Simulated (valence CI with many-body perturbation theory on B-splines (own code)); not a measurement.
Forbidden lines of Ce⁵⁰⁺

Computed by relativistic CI+MBPT: six valence electrons over a frozen Dirac-Fock core [He], radial functions for each j: 9 s, 9 p, 8 d, 6 f, 3 g, 1 h, with the one-electron correlation potential Σ1, the two-electron term Σ2, the three-electron term Σ3, Breit, model QED; selected CI, second order for the rest, scaled by the run's own slope (own B-spline code, finite nucleus).

The last digits are not significant, and no measured levels were compared; by estimate large intervals hold to a few tenths of a per cent, small ones and those within an open d or f shell to about a per cent. Among the levels kept, up to 2400 cm⁻¹ of a level comes from second order outside the variational space, and about a tenth of that is noise between levels of different J, which matters for small intervals.

Lines 1 to 49 of 49 in falling wavelength, among levels below 6003.4 eV, chosen from the decays that carry over 1 % of a level's rate. Wavelengths and rates use the calculated energies. Electric multipoles are in the length gauge with retardation, E1 and E2 with the static RPA response of the core. M1 uses the relativistic operator with retardation. S is in atomic units (e²a₀⁴ for E2 and M2, e²a₀⁶ for E3), for M1 in squared Bohr magnetons. Weak lines are less certain than strong ones. Lines between different terms over intervals too small for the method are left out, as are lines whose strength nearly cancels. The highest levels of a list are the least certain.

Levels are named by their leading jj configuration (3d3/2^4 stands for four electrons in 3d with j = 3/2), which in mixed levels can hold well under half, so a name can repeat and another be missing. Letters in brackets count levels of one name in rising energy.

```csv
λ vac (nm),Upper,Lower,Type,A (s⁻¹),S (a.u.)
29.30,(2s^2 2p1/2^2 2p3/2^2) J=0,(2s^2 2p1/2^2 2p3/2^2) J=2,E2,3.89e+01,7.51e-05
2.960,(2s^2 2p1/2 2p3/2^3) J=1,(2s^2 2p1/2^2 2p3/2^2) J=0,M1,2.51e+08,7.25e-01
2.786,(2s^2 2p1/2 2p3/2^2 3d5/2) J=4,(2s^2 2p1/2^2 2p3/2 3d5/2) J=4,M1,6.40e+08,4.62e+00
2.689,(2s^2 2p1/2 2p3/2^3) J=1,(2s^2 2p1/2^2 2p3/2^2) J=2,M1,7.89e+08,1.71e+00
2.591,(2s^2 2p1/2 2p3/2^3) J=2,(2s^2 2p1/2^2 2p3/2^2) J=2,M1,4.81e+08,1.55e+00
2.510,(2s^2 2p3/2^4) J=0,(2s^2 2p1/2 2p3/2^3) J=1,M1,2.10e+09,1.23e+00
0.2589,(2s^2 2p1/2^2 2p3/2 3d5/2) J=4,(2s 2p1/2^2 2p3/2^3) J=2,E2,4.99e+08,4.66e-07
0.2369,(2s^2 2p1/2 2p3/2^2 3d5/2) J=4,(2s 2p1/2^2 2p3/2^3) J=2,E2,5.59e+08,3.35e-07
0.2367,(2s^2 2p1/2^2 2p3/2 3p1/2) J=2,(2s^2 2p1/2^2 2p3/2^2) J=0,E2,1.00e+11,3.32e-05
0.2364,(2s^2 2p1/2 2p3/2^2 3p1/2) J=1 [a],(2s^2 2p1/2 2p3/2^3) J=2,E2,5.84e+10,1.16e-05
0.2361,(2s^2 2p1/2 2p3/2^2 3p1/2) J=2 [a],(2s^2 2p1/2 2p3/2^3) J=2,E2,7.71e+09,2.52e-06
0.2356,(2s^2 2p1/2 2p3/2^2 3p1/2) J=1 [a],(2s^2 2p1/2 2p3/2^3) J=1,E2,5.72e+10,1.11e-05
0.2356,(2s^2 2p1/2 2p3/2^2 3p1/2) J=1 [a],(2s^2 2p1/2 2p3/2^3) J=1,M1,3.04e+09,4.42e-03
0.2353,(2s^2 2p1/2 2p3/2^2 3p1/2) J=3,(2s^2 2p1/2 2p3/2^3) J=2,E2,3.26e+11,1.47e-04
0.2353,(2s^2 2p1/2 2p3/2^2 3p1/2) J=2 [a],(2s^2 2p1/2 2p3/2^3) J=1,E2,2.69e+11,8.67e-05
0.2349,(2s^2 2p1/2^2 2p3/2 3p1/2) J=1,(2s^2 2p1/2^2 2p3/2^2) J=2,E2,2.88e+11,5.51e-05
0.2348,(2s^2 2p1/2^2 2p3/2 3p1/2) J=2,(2s^2 2p1/2^2 2p3/2^2) J=2,E2,3.84e+11,1.22e-04
0.2346,(2s^2 2p1/2 2p3/2^2 3p1/2) J=3,(2s^2 2p1/2 2p3/2^3) J=1,E2,5.38e+10,2.39e-05
0.2342,(2s^2 2p1/2 2p3/2^2 3p1/2) J=2 [b],(2s^2 2p1/2 2p3/2^3) J=2,E2,1.78e+11,5.59e-05
0.2339,(2s^2 2p1/2 2p3/2^2 3p1/2) J=1 [b],(2s^2 2p1/2 2p3/2^3) J=2,E2,1.56e+11,2.92e-05
0.2334,(2s^2 2p1/2 2p3/2^2 3p1/2) J=2 [b],(2s^2 2p1/2 2p3/2^3) J=1,E2,2.86e+10,8.85e-06
0.2331,(2s^2 2p1/2 2p3/2^2 3p1/2) J=1 [b],(2s^2 2p1/2 2p3/2^3) J=1,E2,1.58e+11,2.91e-05
0.2324,(2s^2 2p1/2 2p3/2^2 3p1/2) J=0,(2s^2 2p1/2 2p3/2^3) J=2,E2,3.18e+11,1.93e-05
0.2305,(2s^2 2p1/2 2p3/2^2 3p3/2) J=0,(2s^2 2p1/2 2p3/2^3) J=2,E2,5.61e+10,3.25e-06
0.2301,(2s^2 2p1/2^2 2p3/2 3p3/2) J=2,(2s^2 2p1/2^2 2p3/2^2) J=0,E2,1.16e+11,3.34e-05
0.2300,(2s^2 2p1/2 2p3/2^2 3p3/2) J=3 [a],(2s^2 2p1/2 2p3/2^3) J=1,E2,6.50e+10,2.62e-05
0.2299,(2s^2 2p1/2 2p3/2^2 3p3/2) J=1 [a],(2s^2 2p1/2 2p3/2^3) J=2,E2,1.02e+10,1.76e-06
0.2298,(2s^2 2p1/2 2p3/2^2 3p3/2) J=2 [a],(2s^2 2p1/2 2p3/2^3) J=1,E2,1.00e+11,2.87e-05
0.2298,(2s^2 2p1/2 2p3/2^2 3p3/2) J=3 [b],(2s^2 2p1/2 2p3/2^3) J=2,E2,9.80e+10,3.93e-05
0.2296,(2s^2 2p1/2 2p3/2^2 3p3/2) J=4,(2s^2 2p1/2 2p3/2^3) J=2,E2,1.00e+11,5.14e-05
0.2292,(2s^2 2p1/2 2p3/2^2 3p3/2) J=1 [a],(2s^2 2p1/2 2p3/2^3) J=1,E2,8.42e+10,1.43e-05
0.2292,(2s^2 2p1/2^2 2p3/2 3p3/2) J=3,(2s^2 2p1/2^2 2p3/2^2) J=2,E2,2.09e+11,8.26e-05
0.2292,(2s^2 2p1/2^2 2p3/2 3p3/2) J=1,(2s^2 2p1/2^2 2p3/2^2) J=2,E2,2.20e+11,3.72e-05
0.2288,(2s^2 2p1/2 2p3/2^2 3p3/2) J=1 [b],(2s^2 2p1/2 2p3/2^3) J=2,E2,1.99e+11,3.34e-05
0.2281,(2s^2 2p1/2 2p3/2^2 3p3/2) J=1 [b],(2s^2 2p1/2 2p3/2^3) J=1,E2,1.23e+11,2.03e-05
0.2275,(2s^2 2p1/2^2 2p3/2 3p3/2) J=0,(2s^2 2p1/2^2 2p3/2^2) J=2,E2,5.81e+11,3.16e-05
0.2253,(2s^2 2p1/2 2p3/2^2 3d5/2) J=4,(2s^2 2p1/2 2p3/2^3) J=2,M2,1.20e+09,5.58e-07
0.2239,(2s^2 2p1/2^2 2p3/2 3d5/2) J=4,(2s^2 2p1/2^2 2p3/2^2) J=2,M2,8.72e+09,3.94e-06
0.2239,(2s^2 2p1/2^2 2p3/2 3d5/2) J=4,(2s^2 2p1/2^2 2p3/2^2) J=2,E3,6.13e+08,4.95e-06
0.2119,(2s^2 2p1/2 2p3/2^2 3p3/2) J=3 [a],(2s^2 2p1/2^2 2p3/2^2) J=2,E2,6.43e+10,1.72e-05
0.2117,(2s^2 2p1/2 2p3/2^2 3p3/2) J=2 [a],(2s^2 2p1/2^2 2p3/2^2) J=2,E2,9.36e+10,1.78e-05
0.2116,(2s^2 2p1/2 2p3/2^2 3p3/2) J=0,(2s^2 2p1/2^2 2p3/2^2) J=2,E2,2.24e+11,8.48e-06
0.2112,(2s^2 2p1/2 2p3/2^2 3p3/2) J=1 [a],(2s^2 2p1/2^2 2p3/2^2) J=2,E2,1.64e+11,1.85e-05
0.2111,(2s^2 2p1/2 2p3/2^2 3p3/2) J=3 [b],(2s^2 2p1/2^2 2p3/2^2) J=2,E2,1.80e+11,4.71e-05
0.2109,(2s^2 2p1/2 2p3/2^2 3p3/2) J=4,(2s^2 2p1/2^2 2p3/2^2) J=2,E2,2.64e+11,8.87e-05
0.2108,(2s^2 2p1/2 2p3/2^2 3p3/2) J=2 [c],(2s^2 2p1/2^2 2p3/2^2) J=0,E2,1.60e+11,2.98e-05
0.2103,(2s^2 2p1/2 2p3/2^2 3p3/2) J=1 [b],(2s^2 2p1/2^2 2p3/2^2) J=2,E2,6.96e+10,7.67e-06
0.2092,(2s^2 2p1/2 2p3/2^2 3p3/2) J=2 [c],(2s^2 2p1/2^2 2p3/2^2) J=2,E2,4.23e+10,7.57e-06
0.2073,(2s^2 2p1/2 2p3/2^2 3d5/2) J=4,(2s^2 2p1/2^2 2p3/2^2) J=2,M2,2.64e+09,8.12e-07
```
